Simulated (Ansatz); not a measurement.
Ideal-gas functions of GeH4S2, SMILES `[SH][GeH2][SH]` at 800 K and 1 bar, from an Ansatz frequency run at PBE0-D4/def2-TZVP.

Molar mass 140.78 g/mol, point group Cs (symmetry number 1), electronic degeneracy 1, moments of inertia 62.268, 235.809, 285.003 u Å². Harmonic wavenumbers (cm⁻¹, unscaled): 78, 133, 188, 393, 416, 419, 601, 741, 773, 813, 841, 2155, 2192, 2716, 2716.

Use S(trans) = R[1.5 ln M + 2.5 ln T − 1.1517]; rotational temperatures θ = 24.2544 K / I; S(rot) = R[ln(√π/σ · √(T³/θAθBθC)) + 1.5]; for each mode x = 1.438777 ν̃/T, S = R[x/(eˣ − 1) − ln(1 − e⁻ˣ)] and H = RT x/(eˣ − 1); 1 cm⁻¹ = 0.0119627 kJ/mol; R = 8.31446 J/(mol·K).

**Question.** By hand: the entropy, in J/(mol·K).

**Answer.** Translation 191.1. Rotation: θ = 0.3895, 0.1029, 0.0851 K, giving 124.2. Vibration, mode by mode: 24.65, 20.23, 17.37, 11.37, 10.92, 10.86, 8.06, 6.52, 6.21, 5.86, 5.62, 0.86, 0.81, 0.37, 0.37, in all 130.1. Electronic 0.0. Sum 445.4 J/(mol·K).

**Question.** By hand: H − E and G − E in kJ/mol, counted from the electronic energy.

**Answer.** Zero-point energy ½ × 15175 × 0.0119627 = 90.8; thermal vibration 48.4; translation, rotation and pV give 4 RT = 26.6. H − E = 165.8 kJ/mol, and G − E = 165.8 − 800 × 445.4/1000 = -190.5 kJ/mol.

Vibration gives 29 % of the entropy, 44.9 J/(mol·K) of it from the modes under 150 cm⁻¹: soft modes count most, and the harmonic formula is weakest for them. The sum counts one conformer and one mirror image; others add a mixing term.
